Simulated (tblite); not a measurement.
Compound: C3H9NOSi.
Z-matrix (Å and degrees, GFN2-xTB geometry), rows numbered from 1:
```
C 
Si  1  1.8936
N   2  1.7615  1  109.96
C   3  1.3507  2  117.39  1   -67.28
C   4  1.5114  3  116.18  2  -179.81
O   4  1.2137  3  119.94  2     0.55
H   1  1.0856  2  110.51  3    61.23
H   1  1.0856  2  111.13  3  -178.97
H   1  1.0874  2  111.51  3   -58.77
H   2  1.4589  1  113.77  3  -121.36
H   2  1.4698  1  111.59  3   111.27
H   3  1.0067  2  124.32  1   114.89
H   5  1.0861  4  109.78  3   177.27
H   5  1.0882  4  110.09  3    56.67
H   5  1.0886  4  109.51  3   -62.74
```

Calculated harmonic vibrations of the isolated species, GFN2-xTB (tblite), most abundant isotopes, no scaling. The method is semi-empirical: single wavenumbers can be off by several per cent or more. Modes of hydrogen on silicon can be 10 to 20 % off. One conformer, not necessarily the lowest.

Harmonic wavenumbers (cm⁻¹): 73.8, 90.0, 94.4, 112.7, 126.0, 210.8, 362.9, 461.0, 506.2, 560.0, 581.4, 623.8, 700.3, 746.7, 766.0, 812.5, 832.1, 851.3, 957.2, 999.8, 1002.0, 1193.6, 1363.6, 1364.9, 1379.5, 1458.9, 1468.5, 1473.4, 1477.8, 1724.8, 2204.1, 2295.2, 3019.7, 3024.7, 3024.9, 3048.0, 3052.9, 3062.1, 3471.3.

A = 5746, B = 1714, C = 1531 MHz; mass 103.045 u (most abundant isotopes); point group C1, symmetry number 1.

Q: What is the zero-point energy?

A: ½Σν̃ = 25289 cm⁻¹ = 72.31 kcal/mol.

Q: Entropy at 350 K, 1 bar (ideal gas, RRHO, classical rotation)?

A: Translation 40.63, rotation 27.94, vibration 29.60: S = 98.2 cal/(mol K).

Q: And Cp and H(350 K) − H(0)?

A: Cp = 36.88 cal/(mol K), of which vibrations give 28.93 (their classical limit is 39 R = 77.5); H(350 K) − H(0) = 8.10 kcal/mol without the zero-point energy, 5.32 from vibrations.

Q: Blend soft modes into free rotors: weight 1/[1 + (100 cm⁻¹/ν̃)⁴] for the oscillator and the rest for a rotor with moment μB/(μ + B), μ = h/(8π²ν), B = 10⁻⁴⁴ kg m². What vibrational entropy results?

A: 27.44 cal/(mol K) in place of 29.60, which changes −T·S at 350 K by +0.76 kcal/mol.

Q: What must be added to the electronic energy to get the Gibbs energy at 350 K and 1 bar?

A: ZPE + [H(350 K) − H(0)] − T·S = 72.31 + 8.10 − 34.36 = 46.05 kcal/mol.

Q: How do the functions run with temperature in this model?

A: 
```json
{"T (K)": "150", "S (cal/(mol K))": "74.4", "Cp (cal/(mol K))": "21.3", "H − H(0) (kcal/mol)": "2.27", "G − H(0) (kcal/mol)": "-8.89", "ln q(vib)": "2.72"}
{"T (K)": "250", "S (cal/(mol K))": "87.1", "Cp (cal/(mol K))": "29.2", "H − H(0) (kcal/mol)": "4.79", "G − H(0) (kcal/mol)": "-16.99", "ln q(vib)": "5.04"}
{"T (K)": "298.15", "S (cal/(mol K))": "92.6", "Cp (cal/(mol K))": "33.0", "H − H(0) (kcal/mol)": "6.28", "G − H(0) (kcal/mol)": "-21.32", "ln q(vib)": "6.11"}
{"T (K)": "400", "S (cal/(mol K))": "103.3", "Cp (cal/(mol K))": "40.3", "H − H(0) (kcal/mol)": "10.03", "G − H(0) (kcal/mol)": "-31.30", "ln q(vib)": "8.34"}
{"T (K)": "600", "S (cal/(mol K))": "121.9", "Cp (cal/(mol K))": "51.3", "H − H(0) (kcal/mol)": "19.26", "G − H(0) (kcal/mol)": "-53.87", "ln q(vib)": "12.52"}
{"T (K)": "900", "S (cal/(mol K))": "144.9", "Cp (cal/(mol K))": "62.1", "H − H(0) (kcal/mol)": "36.41", "G − H(0) (kcal/mol)": "-94.02", "ln q(vib)": "18.29"}
```

q(vib) and H(0) count from the zero-point level.

Hindered rotation and anharmonicity are outside this model. Other conformers, if any are populated, would add a mixing term that is left out. The structure is chiral; the term R ln 2 for an equal mix with its mirror image is left out.
